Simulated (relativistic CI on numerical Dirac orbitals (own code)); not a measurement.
# Pd2+: resonant inelastic scattering at the L2,3 edge

Computed with this model: Dirac-Coulomb-Breit CI, orbitals from a KLI potential per configuration, a model potential for QED, valence Slater integrals scaled by 0.7, Kramers-Heisenberg scattering through one core-hole configuration in a parametric crystal field; configurations [Kr] 4d8 → [He] 2s2 2p5 3s2 3p6 3d10 4s2 4p6 4d9; 300 K; core-hole width 1.6 eV; summed over polarisations. Incident energies are the highest absorption maxima for each field (at most a few, so the weaker spin-orbit partner edge can be absent), on the computed scale of the free ion. Intensities are in per cent of the strongest line above 0.02 eV; levels within 1 cm⁻¹ are merged; final levels count from the ground level, the first row holds all elastic scattering, lines under 0.4 are left out and each table stops after 24 rows. The scale of the Slater integrals is a model choice and moves the terms in proportion.

Field parameters in Wybourne normalisation: Oh B⁴₀ = 21Dq, B⁴₄ = √(5/14) B⁴₀. The field is a parameter set, without covalency.

S is read from ⟨S²⟩ = S(S + 1).

Oh, 10Dq = 4700 cm⁻¹:

```
Final level (eV)  Degeneracy  Irrep     S  3175 eV
           0.000           3     T2  1.00    481.3
           0.490           2      E  0.98     84.4
           0.556           3     T1  0.99     88.6
           0.739           3     T2  0.98    100.0
           0.780           1     A2  1.00     22.3
           0.816           1     A1  0.99      4.4
           1.041           3     T1  1.00      8.0
           1.047           2      E  0.66      9.3
           1.249           3     T2  0.97     13.3
           1.600           2      E  0.63     10.0
           1.696           3     T2  0.61     39.8
           2.061           2      E  0.95     32.4
           2.090           1     A1  0.37      7.3
           2.175           3     T1  0.99      0.8
           2.225           1     A1  0.82      1.1
           2.261           3     T2  0.67     23.7
           2.350           3     T1  0.06     16.2
           2.767           2      E  0.06      1.0
           2.800           3     T2  0.05      2.3
           5.090           1     A1  0.05      1.4
```

Oh, 10Dq = 10650 cm⁻¹:

| Final level (eV) | Degeneracy | Irrep | S | 3175.5 eV | 3333 eV |
| --- | --- | --- | --- | --- | --- |
| 0.000 | 3 | T2 | 1.00 | 291.7 | 24.8 |
| 1.095 | 2 | E | 0.65 | 60.0 | 1.3 |
| 1.285 | 3 | T1 | 1.00 | 72.4 | 13.1 |
| 1.400 | 2 | E | 0.67 | 12.0 | 12.1 |
| 1.411 | 3 | T2 | 0.99 | 100.0 | 25.8 |
| 1.469 | 1 | A2 | 1.00 | 22.0 | 4.5 |
| 1.807 | 1 | A1 | 0.87 | 5.5 | 0.3 |
| 2.031 | 3 | T1 | 0.99 | 7.3 | 18.4 |
| 2.162 | 3 | T2 | 1.00 | 39.0 | 11.7 |
| 2.257 | 2 | E | 0.93 | 27.2 | 13.8 |
| 2.371 | 1 | A1 | 0.30 | 8.8 | 18.4 |
| 2.538 | 3 | T2 | 0.26 | 16.0 | 10.5 |
| 3.018 | 3 | T1 | 0.14 | 12.1 | 25.7 |
| 3.236 | 2 | E | 1.00 | 8.6 | 2.3 |
| 3.251 | 1 | A1 | 0.98 | 0.1 | 2.0 |
| 3.279 | 3 | T1 | 0.96 | 4.4 | 5.9 |
| 3.320 | 3 | T2 | 0.88 | 11.8 | 3.8 |
| 4.155 | 2 | E | 0.03 | 0.3 | 0.6 |
| 4.180 | 3 | T2 | 0.05 | 0.3 | 0.9 |
| 6.282 | 1 | A1 | 0.04 | 1.1 | 0.5 |

For the first field the strongest loss at the lowest incident energy is the level at 0.74 eV (S = 0.98, against 1.00 in the thermal ground state). Levels of other spin, the first over 8 % at 2.35 eV, appear because spin-orbit coupling of the core hole, and in heavier ions of the valence shell too, mixes spins.
